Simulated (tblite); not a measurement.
C7H9OPSi.
Structure used (GFN2-xTB), in Å, numbered top down from 1:
```xyz
19
C7H9OPSi angstrom
C      2.486   -0.474    0.426
C      1.031   -0.778    0.192
P      0.684   -2.497    0.175
C     -1.028   -2.496   -0.090
C     -1.771   -1.360   -0.278
C     -1.251   -0.062   -0.249
C     -2.213    0.999   -0.551
O     -3.407    0.857   -0.645
C      0.100    0.237    0.012
Si     0.615    2.070    0.174
H      2.876    0.195   -0.339
H      2.631   -0.002    1.397
H      3.068   -1.395    0.408
H     -1.519   -3.460   -0.129
H     -2.834   -1.441   -0.469
H     -1.752    1.992   -0.725
H      1.925    2.208    0.807
H     -0.333    2.766    1.045
H      0.682    2.649   -1.170
```

Method: GFN2-xTB as coded in tblite; computed harmonic values from a numerical Hessian at the method's own geometry, unscaled. Errors from tens to a few hundred cm⁻¹ against measured bands are possible. Modes of hydrogen on silicon can be 10 to 20 % off. One conformer, not necessarily the lowest.

Harmonic wavenumbers (cm⁻¹): 33.7, 75.2, 111.1, 147.1, 198.5, 218.4, 246.8, 282.3, 330.5, 338.5, 352.9, 368.6, 441.0, 488.2, 528.3, 573.6, 617.0, 634.4, 725.8, 747.9, 784.6, 801.1, 812.0, 853.5, 864.1, 912.3, 929.9, 993.2, 1010.4, 1029.0, 1154.5, 1190.8, 1222.1, 1337.2, 1364.0, 1380.3, 1401.6, 1463.1, 1477.8, 1482.8, 1523.5, 1730.3, 2246.6, 2262.4, 2282.8, 2748.3, 3003.4, 3010.7, 3019.7, 3039.8, 3052.7.

A = 1214, B = 939.0, C = 535.3 MHz; mass 168.016 u (most abundant isotopes); point group C1, symmetry number 1.

Task: What is the zero-point energy?

Result: ½Σν̃ = 28922 cm⁻¹ = 345.98 kJ/mol.

Task: What is S at 400 K and 1 bar for an ideal gas of classical rigid rotors and harmonic oscillators?

Result: Translation 178.87, rotation 131.88, vibration 190.44: S = 501.2 J/(mol K).

Task: And Cp and H(400 K) − H(0)?

Result: Cp = 228.28 J/(mol K), of which vibrations give 195.02 (their classical limit is 51 R = 424.0); H(400 K) − H(0) = 53.48 kJ/mol without the zero-point energy, 40.18 from vibrations.

Task: Blend soft modes into free rotors: weight 1/[1 + (100 cm⁻¹/ν̃)⁴] for the oscillator and the rest for a rotor with moment μB/(μ + B), μ = h/(8π²ν), B = 10⁻⁴⁴ kg m². What vibrational entropy results?

Result: 176.98 J/(mol K) in place of 190.44, which changes −T·S at 400 K by +5.39 kJ/mol.

Task: Which modes carry the vibrational entropy at 400 K?

Result: 33.7 cm⁻¹: 25.86; 75.2 cm⁻¹: 19.21; 111.1 cm⁻¹: 16.00; 147.1 cm⁻¹: 13.70; 198.5 cm⁻¹: 11.29; 218.4 cm⁻¹: 10.53 J/(mol K); the other 45 give 93.85 together.

Hindered rotation and anharmonicity are outside this model. Other conformers, if any are populated, would add a mixing term that is left out. The structure is chiral; the term R ln 2 for an equal mix with its mirror image is left out.
